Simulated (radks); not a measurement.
Species: Dy20+. Configuration: [Kr] 4d10. Calculated with a radial shooting solver on a logarithmic mesh with Libxc functionals: non-relativistic Kohn-Sham, LB94 model potential, spin-polarised, spherical densities, point nucleus; relativity is left out, which matters for an element this heavy.

Unscreened Slater integrals over Kohn-Sham orbitals (eV). They are taken over the spin-up orbitals. Empty in this configuration: 5s.

\begin{tabular}{lr}
integral & value \\ \hline
F0(4d,4d) & 44.189 \\
F2(4d,4d) & 22.658 \\
F4(4d,4d) & 15.323 \\
F0(4d,4p) & 44.402 \\
F2(4d,4p) & 22.975 \\
G1(4d,4p) & 28.761 \\
G3(4d,4p) & 18.300 \\
F0(4d,4s) & 44.599 \\
G2(4d,4s) & 22.284 \\
F0(4d,3d) & 57.420 \\
F2(4d,3d) & 15.349 \\
F4(4d,3d) & 7.4418 \\
G0(4d,3d) & 4.7990 \\
G2(4d,3d) & 5.9827 \\
G4(4d,3d) & 4.6836 \\
F0(4d,5s) & 29.191 \\
G2(4d,5s) & 3.1729 \\
F0(4p,4p) & 44.703 \\
F2(4p,4p) & 23.548 \\
F0(4p,4s) & 44.902 \\
G1(4p,4s) & 30.635 \\
F0(4p,3d) & 57.296 \\
F2(4p,3d) & 15.009 \\
G1(4p,3d) & 4.7567 \\
G3(4p,3d) & 4.7375 \\
F0(4p,5s) & 29.259 \\
G1(4p,5s) & 2.8750 \\
F0(4s,4s) & 45.120 \\
F0(4s,3d) & 57.445 \\
G2(4s,3d) & 4.6543 \\
F0(4s,5s) & 29.307 \\
G0(4s,5s) & 2.0916 \\
F0(3d,3d) & 116.16 \\
F2(3d,3d) & 59.190 \\
F4(3d,3d) & 38.074 \\
F0(3d,5s) & 33.075 \\
G2(3d,5s) & 1.3961 \\
F0(5s,5s) & 24.301 \\
\end{tabular}
